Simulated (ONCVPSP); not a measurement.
# In (Z = 49): ONCV pseudisation with LDA (Perdew-Zunger), fully relativistic reference atom.

* Element: indium (In)
* Generator: ONCVPSP 4.0.1
* Type: optimised norm-conserving Vanderbilt (ONCV)
* Functional: LDA (Perdew-Zunger)
* Relativity: fully relativistic
* Frozen core: [Kr]
* Valence charge: 13
* Reference configuration: 4d10 5s2 5p0.5 (charge +0.5)
* Partial waves: 5s: rc 1.85 bohr, ncon 4, nbas 7, qcut 3.6 1/bohr, 2 projectors, debl 2.9 Ha; 5p: rc 2.50 bohr, ncon 4, nbas 8, qcut 3.6 1/bohr, 2 projectors, debl 2.2 Ha; 4d: rc 1.30 bohr, ncon 5, nbas 9, qcut 12.3 1/bohr, 1 projector
* Local potential: polynomial inside 0.85 bohr (lpopt 4, dvloc0 3 Ha)
* Core correction: Teter function, fcfact 5, rcfact 1.75

Open shells are filled in proportion to 2j + 1.

All-electron outer shells of the reference configuration (LDA (Perdew-Zunger), scalar-relativistic, ld1.x):

```json
{"shell": "4s", "level (eV)": "-123.00", "outermost node (bohr)": "0.41", "outermost maximum (bohr)": "0.77"}
{"shell": "4p", "level (eV)": "-81.59", "outermost node (bohr)": "0.42", "outermost maximum (bohr)": "0.82"}
{"shell": "4d", "level (eV)": "-22.25", "outermost node (bohr)": "0.40", "outermost maximum (bohr)": "0.94"}
{"shell": "5s", "level (eV)": "-11.73", "outermost node (bohr)": "1.02", "outermost maximum (bohr)": "2.13"}
{"shell": "5p", "level (eV)": "-5.54", "outermost node (bohr)": "1.14", "outermost maximum (bohr)": "2.71"}
```

Results:

```
Cutoffs needed             : 43 Ha and 51 Ha (the cutoffs (Ha) at which the residual kinetic energy of the hardest occupied pseudo-wave falls to 1 and 0.1 mHa per electron)
Ghost test                 : ghosts flagged at negative energy: s at -112.1 eV, p3/2 at -26.7 eV, p1/2 at -16.7 eV; no localised positive-energy state flagged; a true bound ghost makes a file unfit for plane-wave use
Largest excitation error   : -180 meV (all-electron minus pseudo) for 4d9 5s2 5p1, out of 4 test configurations
rms error of d²Exc/dni dnj : 6.47 mHa without and 2.29 mHa with the model core
```

Generation and tests took about 5.2 s on one core of a shared server CPU.
